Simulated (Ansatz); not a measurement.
The first iterations of a band of GaH5N2O + H2 (11 atoms, charge 0, multiplicity 1).

Level of theory: Ansatz 0.2.0, RKS revPBE-D4/def2-SVP.

```yaml
movable_images: 4
climbing_image: no
spring: 5.0 eV/Å²
optimiser: quadratic models (default)
start_path: through a guess of the saddle point
force_threshold: 0.05 eV/Å
iteration_limit: 60
end_points: relaxed
```

First end point:

```xyz
11
Properties=species:S:1:pos:R:3
Ga -0.035 -0.244 -0.227
O 0.097 -0.067 1.582
H -0.777 0.022 2.001
N 1.566 -0.115 -1.119
H 1.663 -0.547 -2.041
H 2.412 -0.289 -0.568
N -1.685 -0.214 -1.056
H -2.479 -0.615 -0.547
H -1.728 -0.528 -2.031
H 0.065 3.110 1.996
H 0.141 2.350 1.906
```

Last end point:

```xyz
11
Properties=species:S:1:pos:R:3
Ga 0.192 0.880 -0.309
O -0.118 0.083 1.784
H -0.962 -0.188 1.274
N 1.587 -0.039 -1.119
H 1.558 -1.062 -1.071
H 2.538 0.261 -0.882
N -1.508 -0.028 -0.403
H -1.539 -0.841 -1.032
H -2.313 0.561 -0.648
H 0.209 2.439 -0.083
H -0.407 0.797 2.383
```

| iteration | highest image above the first end (eV) | largest band force component (eV/Å) |
| --- | --- | --- |
| 1 | 4.494 | 26.653 |
| 2 | 1.087 | 1.611 |
| 3 | 0.860 | 1.022 |
| 4 | 0.706 | 0.709 |

Problem. Does the band converge within its limit, and where does its top end?

Solution. It converged. It ended after 12 iterations with the highest image 0.313 eV above the first end. No image climbed, so the highest image needn't sit at the top of the path. A band with more images between the same ends climbed to 0.95 eV, so this one has probably stepped over the top. The orbitals stay closed-shell, which can raise the energy where a bond breaks towards radicals; this wasn't checked here.

Run time: 58 s on 4 threads of Arm Neoverse V2, on a shared host, peak memory 0.13 GiB.
